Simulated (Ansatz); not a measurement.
Geometry optimisation, Ansatz, UKS PBE0/def2-SVP.

The input (input.yaml):

```yaml
crystal:
  periodic: [false, false, false]
  atoms:
    - { symbol: C, position_ang: [-0.6296, 0.8054, -0.5233] }
    - { symbol: "N", position_ang: [-0.6312, 0.5387, 0.8993] }
    - { symbol: Si, position_ang: [0.2333, -1.0049, 0.8572] }
    - { symbol: Al, position_ang: [0.4293, -0.645, -1.3976] }
    - { symbol: H, position_ang: [-1.66712, 0.62554, 0.92982] }
    - { symbol: H, position_ang: [-0.2107, 1.8505, -0.7598] }
    - { symbol: H, position_ang: [0.0274, 1.239, 1.3693] }
    - { symbol: H, position_ang: [-0.5544, -2.1145, 1.2616] }
    - { symbol: H, position_ang: [1.5685, -0.8888, 1.5964] }
    - { symbol: H, position_ang: [1.58, -0.6649, -2.3976] }
magnetization:
  spin_polarized: true
basis:
  gaussian: { orbitals: def2-SVP }
hamiltonian:
  xc: pbe0
relax:
  f_tol: 0.02
  max_steps: 50
output:
  orbitals: {}
```

Launched with:

```bash
$ ansatz run input.yaml --threads 2 --pin off --max-ram 3072MiB --backend cpu --events-out ev --progress --plain --runs-dir out
```

**Question.** Where does it end, and by what steps?

**Answer.** The run converged. The force dipped under the threshold on the way, but the program's further checks kept it going. After 9 steps the energy has fallen by 2.394 eV; H9 moved furthest, 0.50 Å.

| step | energy less start (eV) | largest force component (eV/Å) | accepted |
| --- | --- | --- | --- |
| 0 | 0.0000 | 4.797 | yes |
| 1 | -1.5559 | 2.374 | yes |
| 2 | -2.1941 | 0.967 | yes |
| 3 | -2.3152 | 0.833 | yes |
| 4 | -2.3519 | 0.588 | yes |
| 5 | -2.3845 | 0.196 | yes |
| 6 | -2.3924 | 0.052 | yes |
| 7 | -2.3850 | 0.268 | no |
| 8 | -2.3934 | 0.013 | yes |
| 9 | -2.3938 | 0.013 | yes |

```xyz
10
Properties=species:S:1:pos:R:3
C -0.239 0.955 -0.618
N -0.488 0.563 0.802
Si 0.387 -1.142 0.839
Al 0.723 -0.396 -1.444
H -1.485 0.487 1.044
H -0.671 1.934 -0.861
H -0.090 1.214 1.490
H -0.695 -2.042 1.378
H 1.317 -0.994 2.015
H 1.386 -0.837 -2.812
```

Time of the run: 41 s on 2 threads of Arm Neoverse V1, on a shared host, peak memory 0.28 GiB.
